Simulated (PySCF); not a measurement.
PySCF input file for C3H6F2Si, SMILES F[SiH2][C@@H]1C[C@@H]1F, PBE-D3(BJ)/def2-SVP. The structure is a stationary point at PBE-D3(BJ)/def2-SVP. The structure was generated by enumeration; whether it is a known compound was not checked. The values are those of a single conformer.

```python
import numpy as np
from pyscf import gto, scf, dft, df
from pyscf.hessian import thermo

mol = gto.M(
    atom='''
    F     2.21887391   -0.72807144   -1.02659986
    Si    1.23850638   -0.02340509    0.08959428
    C    -0.50247830   -0.65388319   -0.17591864
    C    -1.52351105    0.20857470   -0.93143864
    C    -1.63771165    0.02221145    0.54281410
    F    -1.32205760    1.08796892    1.35905709
    H     1.75683463   -0.41625887    1.44179332
    H     1.30025123    1.46079349   -0.11287538
    H    -0.58680891   -1.74892956   -0.29259607
    H    -2.25630384   -0.28575907   -1.58835768
    H    -1.18575515    1.19902076   -1.27814761
    H    -2.45644784   -0.58169048    0.97100737
    ''',
    basis='def2-SVP',
    charge=0,
    spin=0,
    max_memory=1600,
    verbose=3,
)
mf = dft.RKS(mol, xc='pbe').density_fit(auxbasis='def2-universal-jkfit')
mf.disp = 'd3bj'
mf.grids.level = 3
mf.conv_tol = 1e-11
mf.max_cycle = 100
mf.kernel()

# [left out here: the lines that compute and print the analytic Hessian (its translational invariance restored by hand, since the grid's response is missing), thermochemistry and intensities]
```

It prints:

```
converged SCF energy = -606.302886656648

WARN: DFTD3 does not support analytical Hessian, using finite difference


WARN: Mole.unit (angstrom) is changed to Bohr

Mode                                 0                   1                   2
Irrep
Freq [cm^-1]                       57.5252            111.4532            188.0618
Reduced mass [au]                   4.5944              7.4226              4.2951
Force const [Dyne/A]                0.0090              0.0543              0.0895
Char temp [K]                      82.7660            160.3564            270.5791
Normal mode                   x     y     z       x     y     z       x     y     z
       0   F                 0.04 -0.09  0.10   -0.03 -0.08 -0.04   -0.12 -0.01 -0.00
       1  Si                -0.02  0.07 -0.06    0.07  0.03 -0.02   -0.04  0.05  0.02
       2   C                -0.01  0.03 -0.07    0.05  0.05  0.05    0.01 -0.06  0.05
       3   C                -0.06  0.04  0.01    0.05  0.03  0.01    0.12  0.00 -0.04
       4   C                 0.01 -0.03  0.01   -0.02 -0.01 -0.00    0.01  0.00 -0.04
       5   F                 0.04 -0.06  0.04   -0.15 -0.01  0.04    0.06 -0.05  0.01
       6   H                -0.09  0.25  0.02    0.13  0.09 -0.03    0.08  0.21  0.02
       7   H                -0.01  0.04 -0.25    0.10  0.02 -0.10   -0.13  0.04 -0.11
       8   H                 0.02  0.03 -0.12    0.07  0.05  0.03    0.03 -0.06  0.03
       9   H                -0.07  0.05  0.02    0.11  0.02 -0.05    0.13  0.05 -0.08
      10   H                -0.09  0.06  0.03    0.04  0.05  0.05    0.22 -0.03 -0.03
      11   H                 0.03 -0.05  0.02   -0.01 -0.07 -0.07   -0.08  0.07 -0.11
Mode                                 3                   4                   5
Irrep
Freq [cm^-1]                      242.6509            406.4966            483.4622
Reduced mass [au]                   3.6111              2.5325              4.9113
Force const [Dyne/A]                0.1253              0.2466              0.6763
Char temp [K]                     349.1206            584.8581            695.5945
Normal mode                   x     y     z       x     y     z       x     y     z
       0   F                 0.10  0.03  0.01   -0.00 -0.01  0.00    0.04 -0.00 -0.02
       1  Si                -0.04 -0.04 -0.07    0.01  0.01 -0.00    0.06  0.01  0.02
       2   C                -0.05 -0.08  0.06   -0.00  0.03 -0.02   -0.08  0.03  0.10
       3   C                 0.07  0.02  0.01   -0.02 -0.08 -0.10   -0.06  0.01 -0.02
       4   C                -0.02  0.05  0.00    0.02  0.10 -0.05   -0.15  0.02 -0.03
       5   F                -0.03  0.01  0.05    0.00 -0.02  0.12    0.06 -0.06 -0.03
       6   H                 0.03  0.13 -0.05   -0.08 -0.11 -0.00    0.20  0.09 -0.01
       7   H                -0.21 -0.05 -0.20    0.10  0.01  0.08    0.07  0.00 -0.08
       8   H                -0.14 -0.08  0.12    0.04  0.01  0.15   -0.07  0.03  0.02
       9   H                 0.03  0.11 -0.02   -0.11 -0.22  0.09    0.01 -0.05 -0.06
      10   H                 0.22 -0.04  0.00   -0.02 -0.19 -0.41   -0.08  0.01 -0.03
      11   H                -0.10  0.10 -0.07   -0.00  0.09 -0.10   -0.23  0.11 -0.04
Mode                                 6                   7                   8
Irrep
Freq [cm^-1]                      602.6323            676.2446            725.5078
Reduced mass [au]                   1.6555              2.2573              1.0972
Force const [Dyne/A]                0.3542              0.6082              0.3403
Char temp [K]                     867.0537            972.9654           1043.8441
Normal mode                   x     y     z       x     y     z       x     y     z
       0   F                 0.02 -0.01  0.02    0.00  0.02  0.00    0.01 -0.04  0.03
       1  Si                -0.04  0.03 -0.06   -0.05 -0.06 -0.01   -0.01  0.02 -0.02
       2   C                -0.00  0.04  0.09    0.05  0.15  0.05    0.02  0.01  0.01
       3   C                 0.06 -0.02  0.01    0.04 -0.00 -0.02   -0.01  0.01 -0.00
       4   C                -0.04 -0.02  0.02   -0.01 -0.00  0.01    0.01  0.01 -0.01
       5   F                 0.02 -0.02 -0.02    0.02 -0.02 -0.00    0.00 -0.01 -0.00
       6   H                -0.31 -0.45 -0.09    0.06  0.16  0.02    0.53 -0.25 -0.31
       7   H                 0.36  0.06  0.28   -0.17 -0.09 -0.24   -0.51  0.10  0.43
       8   H                 0.14  0.03  0.09    0.07  0.17 -0.06   -0.02  0.02 -0.03
       9   H                 0.14 -0.00 -0.08    0.28 -0.30 -0.07    0.02 -0.06  0.03
      10   H                 0.07  0.00  0.09   -0.22  0.08 -0.05   -0.07  0.02 -0.04
      11   H                -0.05 -0.01  0.01    0.09 -0.10  0.07    0.02 -0.01 -0.01
Mode                                 9                  10                  11
Irrep
Freq [cm^-1]                      777.6029            804.6915            837.7001
[...]
Freq [cm^-1]                     1060.8114           1124.5985           1179.4118
Reduced mass [au]                   1.2141              1.8382              1.5655
Force const [Dyne/A]                0.8050              1.3697              1.2830
Char temp [K]                    1526.2715           1618.0469           1696.9109
Normal mode                   x     y     z       x     y     z       x     y     z
       0   F                 0.00 -0.00 -0.00   -0.00  0.00  0.00   -0.00  0.00  0.00
       1  Si                -0.01  0.00  0.00    0.01 -0.00 -0.01    0.01 -0.00 -0.00
       2   C                 0.00  0.02 -0.06    0.01 -0.04 -0.04   -0.03 -0.06 -0.02
       3   C                -0.03  0.01  0.02    0.05  0.09 -0.01    0.01  0.04 -0.04
       4   C                 0.07 -0.05  0.04   -0.10 -0.10 -0.02    0.02  0.09  0.08
       5   F                -0.00 -0.00 -0.00    0.02  0.05  0.02   -0.03 -0.06 -0.03
       6   H                 0.04  0.01 -0.01   -0.02  0.03  0.01   -0.02 -0.01  0.01
       7   H                 0.03 -0.00  0.01   -0.02 -0.00  0.04   -0.04  0.00 -0.01
       8   H                -0.14 -0.02  0.41    0.15 -0.11  0.49    0.45 -0.13  0.13
       9   H                 0.27 -0.19 -0.16    0.02 -0.11  0.18    0.12 -0.04 -0.12
      10   H                -0.10  0.06  0.10   -0.16  0.08 -0.28   -0.20  0.13 -0.03
      11   H                -0.45  0.40 -0.32    0.04 -0.27  0.04    0.07  0.28  0.44
Mode                                21                  22                  23
Irrep
Freq [cm^-1]                     1259.9094           1341.4152           1415.8342
Reduced mass [au]                   1.7370              1.3583              1.7889
Force const [Dyne/A]                1.6245              1.4400              2.1128
Char temp [K]                    1812.7291           1929.9979           2037.0702
Normal mode                   x     y     z       x     y     z       x     y     z
       0   F                -0.00  0.00  0.00    0.00  0.00  0.00   -0.00 -0.00 -0.00
       1  Si                 0.02 -0.00  0.00    0.00 -0.00 -0.00   -0.00  0.00  0.00
       2   C                -0.17  0.00 -0.01   -0.04  0.03 -0.00    0.07 -0.04 -0.01
       3   C                 0.01 -0.02  0.05    0.00  0.02  0.01   -0.03  0.04 -0.12
       4   C                 0.05  0.04 -0.04    0.02 -0.06 -0.12   -0.04  0.05  0.11
       5   F                 0.01  0.01 -0.00   -0.01  0.01  0.02    0.00 -0.01 -0.01
       6   H                -0.01  0.01  0.02   -0.00  0.01 -0.00   -0.01 -0.02 -0.00
       7   H                -0.05  0.01 -0.00   -0.00  0.00  0.02    0.01  0.01 -0.01
       8   H                 0.36 -0.04 -0.01    0.01  0.03  0.04   -0.04 -0.03 -0.01
       9   H                 0.18 -0.23  0.05   -0.02 -0.34  0.33   -0.08 -0.38  0.25
      10   H                -0.02  0.05  0.22    0.31 -0.00  0.30    0.30  0.10  0.37
      11   H                 0.15 -0.31 -0.39    0.03  0.33  0.44   -0.04 -0.19 -0.19
Mode                                24                  25                  26
Irrep
Freq [cm^-1]                     2184.0287           2195.4096           3059.5532
Reduced mass [au]                   1.0306              1.0523              1.0554
Force const [Dyne/A]                2.8964              2.9882              5.8208
Char temp [K]                    3142.3311           3158.7056           4402.0158
Normal mode                   x     y     z       x     y     z       x     y     z
       0   F                -0.00 -0.00 -0.00    0.00  0.00 -0.00   -0.00  0.00  0.00
       1  Si                -0.01 -0.01 -0.02   -0.00  0.03 -0.02    0.00  0.00 -0.00
       2   C                 0.00  0.00 -0.00   -0.00  0.00 -0.00    0.00  0.00  0.00
       3   C                 0.00 -0.00  0.00   -0.00 -0.00  0.00   -0.02  0.03 -0.05
       4   C                -0.00 -0.00 -0.00   -0.00  0.00  0.00    0.00  0.00  0.00
       5   F                 0.00  0.00  0.00   -0.00 -0.00 -0.00   -0.00 -0.00  0.00
       6   H                 0.29 -0.23  0.76    0.17 -0.12  0.44   -0.00 -0.00  0.00
       7   H                 0.01  0.50 -0.07   -0.04 -0.83  0.11   -0.00 -0.00 -0.00
       8   H                -0.01  0.00  0.00    0.00  0.00 -0.00    0.00 -0.02 -0.00
       9   H                -0.00  0.00  0.00   -0.00 -0.00  0.00    0.44  0.31  0.38
      10   H                -0.00 -0.00 -0.00    0.01 -0.00  0.00   -0.23 -0.64  0.21
      11   H                -0.00  0.00  0.00    0.00 -0.00 -0.00   -0.05 -0.03  0.03
Mode                                27                  28                  29
Irrep
Freq [cm^-1]                     3076.5065           3089.5445           3157.2686
Reduced mass [au]                   1.0879              1.0936              1.1191
Force const [Dyne/A]                6.0668              6.1504              6.5727
Char temp [K]                    4426.4079           4445.1667           4542.6066
Normal mode                   x     y     z       x     y     z       x     y     z
       0   F                 0.00 -0.00 -0.00   -0.00  0.00  0.00    0.00 -0.00  0.00
       1  Si                -0.00  0.00 -0.00    0.00 -0.00 -0.00   -0.00  0.00 -0.00
       2   C                 0.01  0.08  0.01    0.00 -0.03 -0.00   -0.00  0.00  0.00
       3   C                -0.00 -0.00 -0.00    0.00  0.01 -0.00    0.06  0.07  0.02
       4   C                -0.02 -0.01  0.01   -0.06 -0.04  0.03    0.00  0.00 -0.00
       5   F                 0.00 -0.00 -0.00    0.00 -0.00 -0.00   -0.00 -0.00 -0.00
       6   H                 0.00 -0.00  0.00   -0.00  0.00 -0.00   -0.00 -0.00  0.00
       7   H                -0.00 -0.00  0.00   -0.00  0.00 -0.00   -0.00 -0.00 -0.00
       8   H                -0.08 -0.89 -0.10    0.03  0.30  0.04   -0.00 -0.05 -0.00
       9   H                 0.01  0.01  0.01   -0.00 -0.00 -0.00   -0.46 -0.32 -0.41
      10   H                 0.01  0.01 -0.01   -0.03 -0.08  0.02   -0.20 -0.57  0.20
      11   H                 0.23  0.17 -0.12    0.66  0.49 -0.35   -0.04 -0.03  0.02
temperature 298.1500 [K]
pressure 101325.00 [Pa]
Rotational constants [GHz] 5.94766 1.65218 1.42245
Symmetry number 1
Zero-point energy (ZPE) 0.08162 [Eh]   214286.629 [J/mol]
                           tot       elec      trans        rot        vib
Entropy [J/mol/K]       349.438      0.000    167.159    115.198     67.082
Cv [J/mol/K]            102.935      0.000     12.472     12.472     77.992
Cp [J/mol/K]            111.249      0.000     20.786     12.472     77.992
Internal energy [J/mol]                      3718.434   3718.434 225109.968
Internal energy [Eh]   -606.21431  -606.30289
Enthalpy [J/mol]                             6197.391   3718.434 225109.968
Enthalpy [Eh]          -606.21337
Gibbs free energy [J/mol]                  -43640.975 -30627.729 205109.510
Gibbs free energy [Eh] -606.25305
mode   freq/cm-1   IR/(km/mol)
   1       57.53         1.487
   2      111.45         3.464
   3      188.06         0.632
   4      242.65         5.222
   5      406.50         4.075
   6      483.46         2.014
   7      602.63        41.979
   8      676.24        36.687
   9      725.51        19.916
  10      777.60         7.525
  11      804.69        16.311
  12      837.70        26.843
  13      898.12       207.203
  14      927.46       102.322
  15      948.06        17.035
  16      973.74        27.960
  17      999.63        98.165
  18     1020.61        23.111
  19     1060.81         1.562
  20     1124.60        17.493
  21     1179.41        32.100
  22     1259.91        28.793
  23     1341.42        29.496
  24     1415.83        41.405
  25     2184.03        92.742
  26     2195.41       123.912
  27     3059.55         4.386
  28     3076.51         3.171
  29     3089.54        13.498
  30     3157.27         1.609
max |gradient| / (hartree/bohr): 0.00023166375479335646
APT charges: [-0.6002  1.4551 -0.4617 -0.0579  0.5993 -0.4587 -0.2741 -0.2625  0.0211
  0.0142  0.0404 -0.0151]
```

The run converged.

Cost: very roughly 2.4 core-minutes.
